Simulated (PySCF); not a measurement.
Input of a run (PBE0-D3(BJ)/def2-SVP geometry optimisation, gas phase (PySCF 2.14.0)), started from GFN2-xTB:
```
{"job": {"xc": "PBE0", "basis": "def2-SVP", "d3": "d3bj", "grid": 1, "shake": 0.01, "kind": "geom"}, "charge": 0, "multiplicity": 1}
C      1.716800     0.298440     0.084590
O      0.757480    -0.254340    -0.785260
B     -0.390840    -0.907820    -0.267220
N     -1.514100     0.400600     0.035700
H      2.635370     0.437520    -0.471660
H      1.869120    -0.296130     0.961610
H      1.382230     1.316160     0.427430
H     -0.898190    -1.539000    -1.099280
H     -0.268750    -1.393380     0.844170
H     -2.461880     0.005600     0.247650
H     -1.571000     0.938640    -0.806100
H     -1.216540     0.965450     0.819340
```

Output (energies in Eh, forces in Eh/bohr):
```
step   0  E = -197.39638052  max force = 0.036017
step   1  E = -197.40115636  max force = 0.009371
step   2  E = -197.40208163  max force = 0.002914
step   3  E = -197.40238063  max force = 0.003372
step   4  E = -197.40245122  max force = 0.001759
step   5  E = -197.40249834  max force = 0.000646
step   6  E = -197.40251850  max force = 0.000969
step   7  E = -197.40255328  max force = 0.001028
step   8  E = -197.40258417  max force = 0.000847
step   9  E = -197.40260485  max force = 0.000471
step  10  E = -197.40260973  max force = 0.000204
optimisation converged
```

Problem. Summarise the run.

Solution. The energy falls by 3.9 kcal/mol over 11 energy and gradient evaluations, the largest force component goes from 0.0360 to 2.0e-04 Eh/bohr, and the atoms move by 0.122 Å rms after alignment. Among the bonds, B3–N4 and B3–H8 change most and about equally (-0.066 to +0.065 Å). Bonds longer at the end by more than 0.005 Å: 6 of 11; shorter: 4. Among the angles that change most is H8–B3–H9, from 118.7° to 114.5°. Among the dihedrals that turn most is H6–C1–O2–B3, from 37° to 52°. The energy never rose by more than 1e-6 Eh on the way. The first step brought 77 % of the lowering.

Problem. What are the final bond lengths?

Solution. C1–O2 1.385 Å, O2–B3 1.424 Å, B3–N4 1.685 Å, C1–H5 1.103 Å, C1–H6 1.108 Å, C1–H7 1.115 Å, B3–H8 1.227 Å, B3–H9 1.234 Å, N4–H10 1.020 Å, N4–H11 1.021 Å, N4–H12 1.021 Å. Numbering counts from 1 in the input's order; the species is `CO[BH2-][NH3+]`.

The run used 96 basis functions and 68 SCF cycles in all.

No PBE0-D3(BJ)/def2-SVP frequencies stand behind this structure, so it isn't proved a minimum. One conformer, not necessarily the lowest.
